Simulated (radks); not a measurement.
Values are calculated unless marked as measured or tabulated.
Coulomb parameter of the 4f shell of the terbium ion Tb3+ in the model configuration [Xe] 4f6.5 5d1.5, as a second difference U = [E(n + 0.5) + E(n - 0.5) - 2 E(n)] / (0.5)^2 with all orbitals relaxed. "Bare": the charge of the atom changes with n. "Screened": the 5d shell takes up the change at fixed total charge, which measures U(4f,4f) + U(5d,5d) - 2 U(4f,5d). Level of theory: scalar-relativistic Kohn-Sham, SCAN, spin-unpolarised, spherical densities, finite nucleus; meta-GGA in the generalised Kohn-Sham scheme; Fermi nuclear charge, rms radius 5.06 fm (a radial shooting solver on a logarithmic mesh with Libxc functionals).

| case | configuration | E - E(n) (eV) |
|---|---|---|
| start | [Xe] 4f6.5 5d1.5 | 0.000 |
| bare +0.5 | [Xe] 4f7 5d1.5 | -20.087 |
| bare -0.5 | [Xe] 4f6 5d1.5 | 25.176 |
| screened +0.5 | [Xe] 4f7 5d1 | -8.222 |
| screened -0.5 | [Xe] 4f6 5d2 | 9.714 |

U(bare) = 20.358 eV, U(screened by 5d) = 5.966 eV, against the Slater integral F0(4f,4f) = 32.635 eV with frozen orbitals.
